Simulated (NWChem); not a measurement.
Everything below was run with NWChem. System: C4H10S, charge 1, spin multiplicity 2, at the geometry of a parent with another charge or spin, in a state set for the comparison that need not be this species' ground state. Its SCF solution wasn't tested for a lower state. Level: UMP2/def2-SVP, 9 core orbitals frozen.

Output (cleaned and shortened):

```
             Northwest Computational Chemistry Package (NWChem) 7.3.0
             --------------------------------------------------------

                                NWChem Input Module
                                -------------------

 Scaling coordinates for geometry "geometry" by  1.889725989
 (inverse scale =  0.529177249)

 Turning off AUTOSYM since
 SYMMETRY directive was detected!

                             Geometry "geometry" -> ""
                             -------------------------

 Output coordinates in angstroms (scale by  1.889725989 to convert to a.u.)

  No.       Tag          Charge          X              Y              Z
 ---- ---------------- ---------- -------------- -------------- --------------
    1 C                    6.0000     1.10280000    -0.07853900    -1.25683900
    2 C                    6.0000     0.25374000    -0.24291000     0.00000000
    3 C                    6.0000     1.10280000    -0.07853900     1.25683900
    4 C                    6.0000    -0.44487100    -1.60171100     0.00000000
    5 S                   16.0000    -1.11640100     1.00017700     0.00000000
    6 H                    1.0000     1.89438800    -0.84668000    -1.28653500
    7 H                    1.0000     0.48938000    -0.17650100    -2.16426800
    8 H                    1.0000     1.59244200     0.90744500    -1.28244200
    9 H                    1.0000     0.48938000    -0.17650100     2.16426800
   10 H                    1.0000     1.89438800    -0.84668000     1.28653500
   11 H                    1.0000     1.59244200     0.90744500     1.28244200
   12 H                    1.0000    -1.07778500    -1.72571700     0.89201200
   13 H                    1.0000    -1.07778500    -1.72571700    -0.89201200
   14 H                    1.0000     0.30659800    -2.40746100     0.00000000
   15 H                    1.0000    -0.32785500     2.09772700     0.00000000

 Effective nuclear repulsion energy (a.u.)     244.6981897201

            Nuclear Dipole moment (a.u.)
            ----------------------------
        X                 Y               Z
 ---------------- ---------------- ----------------
    -0.0000170075    -0.0000037795     0.0000000000

      Symmetry information
      --------------------

 Group name             Cs
 Group number              2
 Group order               2
 No. of unique centers    10

      Symmetry unique atoms

     1    2    4    5    6    7    8   12   14   15


 Summary of "ao basis" -> "" (spherical)
 ------------------------------------------------------------------------------
       Tag                 Description            Shells   Functions and Types
 ---------------- ------------------------------  ------  ---------------------
 *                          def2-svp                  on all atoms

 Summary of "ao basis" -> "ao basis" (spherical)
 ------------------------------------------------------------------------------
       Tag                 Description            Shells   Functions and Types
 ---------------- ------------------------------  ------  ---------------------
 C                          def2-svp                 6       14   3s2p1d
 S                          def2-svp                 8       18   4s3p1d
 H                          def2-svp                 3        5   2s1p

                                 NWChem SCF Module
                                 -----------------

  ao basis        = "ao basis"
  functions       =   124
  atoms           =    15
  alpha electrons =    25
  beta  electrons =    24
  charge          =   1.00
  wavefunction    = UHF
  use symmetry    = T
  symmetry adapt  = T

 Summary of "ao basis" -> "ao basis" (spherical)
 ------------------------------------------------------------------------------
       Tag                 Description            Shells   Functions and Types
 ---------------- ------------------------------  ------  ---------------------
 C                          def2-svp                 6       14   3s2p1d
 S                          def2-svp                 8       18   4s3p1d
 H                          def2-svp                 3        5   2s1p

      Symmetry analysis of basis
[...]
    2 C    6     3.29   0.99  0.44  0.28  0.98  0.57  0.03
    3 C    6     2.99   0.99  0.43  0.11  1.03  0.41  0.02
    4 C    6     2.98   0.99  0.43  0.11  1.02  0.41  0.02
    5 S   16     8.27   1.00  1.00  0.65  0.29  2.97  1.08  1.24  0.04
    6 H    1     0.45   0.37  0.07  0.01
    7 H    1     0.46   0.37  0.07  0.01
    8 H    1     0.46   0.37  0.08  0.01
    9 H    1     0.46   0.37  0.07  0.01
   10 H    1     0.45   0.37  0.07  0.01
   11 H    1     0.46   0.37  0.08  0.01
   12 H    1     0.46   0.37  0.07  0.01
   13 H    1     0.46   0.37  0.07  0.01
   14 H    1     0.44   0.37  0.07  0.01
   15 H    1     0.39   0.33  0.04  0.02

   Mulliken analysis of the beta density
   -------------------------------------

    Atom       Charge   Shell Charges
 -----------   ------   -------------------------------------------------------
    1 C    6     2.97   0.99  0.42  0.11  1.01  0.41  0.02
    2 C    6     3.38   0.99  0.45  0.29  1.01  0.61  0.03
    3 C    6     2.97   0.99  0.42  0.11  1.01  0.41  0.02
    4 C    6     2.98   0.99  0.43  0.11  1.02  0.41  0.02
    5 S   16     7.17   1.00  1.00  0.64  0.24  2.96  0.62  0.67  0.04
    6 H    1     0.44   0.36  0.06  0.01
    7 H    1     0.46   0.37  0.07  0.01
    8 H    1     0.46   0.37  0.08  0.01
    9 H    1     0.46   0.37  0.07  0.01
   10 H    1     0.44   0.36  0.06  0.01
   11 H    1     0.46   0.37  0.08  0.01
   12 H    1     0.46   0.37  0.07  0.01
   13 H    1     0.46   0.37  0.07  0.01
   14 H    1     0.45   0.37  0.07  0.01
   15 H    1     0.44   0.36  0.06  0.01

   Mulliken analysis of the spin density
   -------------------------------------

    Atom       Charge   Shell Charges
 -----------   ------   -------------------------------------------------------
    1 C    6     0.02   0.00  0.00 -0.00  0.02 -0.00  0.00
    2 C    6    -0.09  -0.00 -0.01 -0.01 -0.03 -0.04  0.00
    3 C    6     0.02   0.00  0.00 -0.00  0.02 -0.00  0.00
    4 C    6     0.00  -0.00 -0.00 -0.00  0.00  0.00 -0.00
    5 S   16     1.10   0.00  0.00  0.01  0.05  0.01  0.45  0.57  0.00
    6 H    1     0.01   0.00  0.00  0.00
    7 H    1    -0.00  -0.00  0.00  0.00
    8 H    1    -0.00  -0.00 -0.00  0.00
    9 H    1    -0.00  -0.00  0.00  0.00
   10 H    1     0.01   0.00  0.00  0.00
   11 H    1    -0.00  -0.00 -0.00  0.00
   12 H    1    -0.00  -0.00  0.00  0.00
   13 H    1    -0.00  -0.00  0.00  0.00
   14 H    1    -0.00  -0.00 -0.00  0.00
   15 H    1    -0.05  -0.04 -0.02  0.00

       Multipole analysis of the density wrt the origin
       ------------------------------------------------

     L   x y z        total         alpha         beta         nuclear
     -   - - -        -----         -----         ----         -------
     0   0 0 0      1.000000    -25.000000    -24.000000     50.000000

     1   1 0 0     -0.250494      0.893005     -1.143481     -0.000017
     1   0 1 0      0.880737     -0.513001      1.393742     -0.000004
     1   0 0 1     -0.000000      0.000000     -0.000000      0.000000

     2   2 0 0    -24.652157   -106.720936   -101.349194    183.417973
     2   1 1 0     -2.202544     24.562217     20.358696    -47.123457
     2   1 0 1     -0.000000     -0.000000     -0.000000      0.000000
     2   0 2 0    -21.191309   -104.033153    -99.718330    182.560174
     2   0 1 1      0.000000      0.000000      0.000000      0.000000
     2   0 0 2    -25.822452    -79.562884    -76.656530    130.396962

                   NWChem MP2 Semi-direct Energy/Gradient Module
                   ---------------------------------------------

  Basis functions       =    124
  Molecular orbitals    =    124
  Frozen core           =      9
  Frozen virtuals       =      0
  Active alpha occupied =     16
  Active beta occupied  =     15
  Active alpha virtual  =     99
  Active beta virtual   =    100
  Use MO symmetry       = T
  Use skeleton AO sym   = T

  AO/Fock/Back tols     =   1.0D-09  1.0D-09  1.0D-09

 GA uses MA = F    GA memory limited = T

 Available:
  local mem=  1.26D+08
 global mem=  1.44D+08
 local disk=  0.00D+00
  mp2_memr nvloc                    99
  nvloc new                    99
   1 passes of  16:        3145728                      71759                  41000002.
   1 passes of  16: M    126132023           G      144148448           F     122986295.

 Semi-direct pass number   1 of   1  for UHF alpha       at        7.4s
  vrange nnbf                  7608
  mp2_eaftype                   156  avail_ma_in_mb                  1099
 EAF : mp2_eaftype filesize         156   20500001.
  mp2_eaf for mointskh                    156
Node 0 wrote     96.4 Mb in      0.2 s     Agg I/O rate:   536.3 Mb/s
 Done moints_semi at       14.8s
  mp2_eaftype                   156  avail_ma_in_mb                   943
 EAF : mp2_eaftype filesize         156   20500001.
  mp2_eaf for kh                   156
 Done maket at       15.2s
 Done multipass loop at       15.2s

 GA uses MA = F    GA memory limited = T

 Available:
  local mem=  1.26D+08
 global mem=  1.44D+08
 local disk=  0.00D+00
  mp2_memr nvloc                   100
  nvloc new                   100
   1 passes of  15:        3145728                      69617                  38827157.
   1 passes of  15: M    126132023           G      144148448           F     122986295.

 Semi-direct pass number   1 of   1  for UHF beta        at       15.2s
  vrange nnbf                  7608
  mp2_eaftype                   148  avail_ma_in_mb                  1099
 EAF : mp2_eaftype filesize         148   19413578.
  mp2_eaf for mointskh                    148
Node 0 wrote     91.3 Mb in      0.1 s     Agg I/O rate:  1267.7 Mb/s
 Done moints_semi at       21.8s
  mp2_eaftype                   148  avail_ma_in_mb                   951
 EAF : mp2_eaftype filesize         148   19413578.
  mp2_eaf for kh                   148
 Done maket at       22.3s
 Done multipass loop at       22.3s

          -------------------------------------------
          SCF energy                -554.297703583966
          Correlation energy          -0.691576629642
          Singlet pairs                0.000000000000
          Triplet pairs                0.000000000000
          Total MP2 energy          -554.989280213607
          -------------------------------------------

          ---------------------------------------------------
                    Spin Component Scaled (SCS) MP2
          Same spin pairs                     -0.156649773477
          Same spin scaling factor             0.333333333333
          Opposite spin pairs                 -0.534926856164
          Opposite spin scaling fact.          1.200000000000
          SCS-MP2 correlation energy          -0.694128818556
          Total SCS-MP2 energy              -554.991832402522
          ---------------------------------------------------

 -----------------------
 Performance information
 -----------------------

 Timer overhead =  1.28D-07 seconds/call

               Nr. of calls         CPU time (s)                 Wall time (s)                GFlops
             ---------------    -------------------     ------------------------------   -------------------
Name         Min   Avg   Max    Min     Avg     Max     Min     Avg     Max   Mx/calls   Min     Max     Sum
mp2: moin     2     2     2    14.     14.     14.      14.     14.     14.     7.0      0.0     0.0     0.0
mp2: make     2     2     2   0.86    0.86    0.86     0.86    0.86    0.86    0.43      0.0     0.0     0.0
mp2: tota     1     1     1    15.     15.     15.      15.     15.     15.     15.      0.0     0.0     0.0

 The average no. of pstat calls per process was 5.00D+00
 with a timing overhead of 6.41D-07s

 Task  times  cpu:       22.3s     wall:       22.3s

 Total times  cpu:       22.3s     wall:       22.3s
```

Question: Write an NWChem input that would produce this output.

Answer: Several could match; the one computed here: 
```
start mol
memory heap 200 mb stack 900 mb global 1100 mb
charge 1
geometry units angstroms nocenter noautoz
  C      1.102800    -0.078539    -1.256839
  C      0.253740    -0.242910     0.000000
  C      1.102800    -0.078539     1.256839
  C     -0.444871    -1.601711     0.000000
  S     -1.116401     1.000177     0.000000
  H      1.894388    -0.846680    -1.286535
  H      0.489380    -0.176501    -2.164268
  H      1.592442     0.907445    -1.282442
  H      0.489380    -0.176501     2.164268
  H      1.894388    -0.846680     1.286535
  H      1.592442     0.907445     1.282442
  H     -1.077785    -1.725717     0.892012
  H     -1.077785    -1.725717    -0.892012
  H      0.306598    -2.407461     0.000000
  H     -0.327855     2.097727     0.000000
  symmetry group Cs
end
basis spherical
  * library def2-svp
end
scf
  uhf
  nopen 1
  maxiter 100
  thresh 1e-7
  semidirect memsize 60000000 filesize 0
  # guess.movecs holds the orbitals of an unrestricted PBE0 run
  vectors input guess.movecs output mol.movecs
end
mp2
  freeze core 9
end
task mp2 energy
```
